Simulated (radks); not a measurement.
Values are calculated unless marked as measured or tabulated.
Numerical settings for the caesium ion Cs+, [Xe]. Code: a radial shooting solver on a logarithmic mesh with Libxc functionals. Model: Dirac Kohn-Sham, PBE, spin-unpolarised, spherical densities, finite nucleus; Fermi nuclear charge, rms radius 4.8041 fm. The defaults (mesh step 0.008 in ln r, mesh end at 40 bohr or more with all orbitals vanishing there, Anderson mixing 0.5 over 9 steps, residual threshold near 1e-9 with the energy settled to 1e-9 hartree or 1e-11 of itself, here a cap of 81 iterations) give E = -7789.8366 hartree and 5p3/2 at -18.156 eV in 13 iterations. Run on one thread of a shared host, so times are rough (Arm Neoverse V1): 0.12 s of CPU time, 0.12 s wall, 13 iterations on 2314 mesh points. Changes against that run (0 stands for a change within the tolerance of the run):

| setting | iterations | converged | E (mhartree) | e(5p3/2) (meV) | CPU (s) |
|---|---|---|---|---|---|
| mesh step in ln r 0.05 | 13 | yes | +0.0447 | -0.00963 | 0.03 |
| mesh step in ln r 0.02 | 13 | yes | +0.000564 | 0 | 0.06 |
| mesh step in ln r 0.012 | 13 | yes | 0 | 0 | 0.09 |
| mesh end (bohr) 5 | 13 | yes | +32.1 | +686 | 0.11 |
| mesh end (bohr) 12 | 13 | yes | 0 | 0 | 0.12 |
| residual threshold 1e-16 | 81 | no | 0 | 0 | 0.37 |
| residual threshold 0.001 | 8 | yes | 0 | +2.87 | 0.09 |
| mixing 2.5 | 19 | yes | 0 | 0 | 0.16 |
| linear mixing, mixing 0.5 | 30 | yes | 0 | 0 | 0.22 |
| linear mixing, mixing 1 | 81 | no | +0.00695 | -17.5 | 0.74 |
| mixing history 2 | 16 | yes | 0 | 0 | 0.14 |
| iteration cap 5 | 5 | no | +0.0108 | +46.9 | 0.06 |

Settings that end as converged yet miss the energy by more than 1 mhartree: mesh end (bohr) 5 (+0.0321 hartree). A mesh that ends early acts as a hard wall.
